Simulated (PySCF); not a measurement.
# CsSb: frontier orbitals

UHF at R = 3.672 Å; basis Cs def2-SVP with ECP46, Sb def2-SVP with ECP28; scalar-relativistic core potentials; PySCF 2.14. State: ³Σ⁻ (triplet), unpaired electrons π ↑↑. Only the outer orbitals are listed, counted within each symmetry, core potentials removing the inner ones.

```tsv
spin	orbital	occ.	ε (eV)	on Cs (%)	main shells (%)
α	4σ	1	-35.94	100	100 Cs s
α	3π	1	-18.69	100	100 Cs p
α	3π	1	-18.69	100	100 Cs p
α	5σ	1	-18.60	94	94 Cs p
α	6σ	1	-16.46	7	93 Sb s
α	4π	1	-6.56	4	96 Sb p
α	4π	1	-6.56	4	96 Sb p
α	7σ	1	-5.61	9	91 Sb p
α	8σ	0	-0.24	99	75 Cs s, 24 Cs p
α	5π	0	0.62	100	90 Cs p, 10 Cs d
α	5π	0	0.62	100	90 Cs p, 10 Cs d
β	4σ	1	-35.94	100	100 Cs s
β	3π	1	-18.69	100	100 Cs p
β	3π	1	-18.69	100	100 Cs p
β	5σ	1	-18.53	99	99 Cs p
β	6σ	1	-12.64	4	96 Sb s
β	7σ	1	-4.51	18	82 Sb p, 14 Cs s
β	8σ	0	-0.25	96	69 Cs s, 26 Cs p
β	4π	0	0.55	99	95 Cs p
β	4π	0	0.55	99	95 Cs p
```

**Question.** Which are the highest filled and the lowest empty level, where do they sit, and how wide is the gap?

**Answer.** Highest filled β 7σ at -4.51 eV (in %: 82 Sb p, 14 Cs s); lowest empty β 8σ at -0.25 eV (in %: 69 Cs s, 26 Cs p); the gap at UHF is 4.26 eV.

The bond order (Mayer) is 0.64 and the ⟨S²⟩ is 2.025. The charge on Cs (Mulliken, basis-dependent) is 0.63 and the charge on Cs (Löwdin, basis-dependent) is 0.34. The dipole moment (positive dipole means Cs(−)Sb(+)) is -12.11 D and the polarisability along the bond is 221.8 bohr³. The polarisability across the bond is 74.7 bohr³.

Spin–orbit coupling is left out. The state is the lowest determinant that a PBE0 search found; another state may lie lower at other levels.
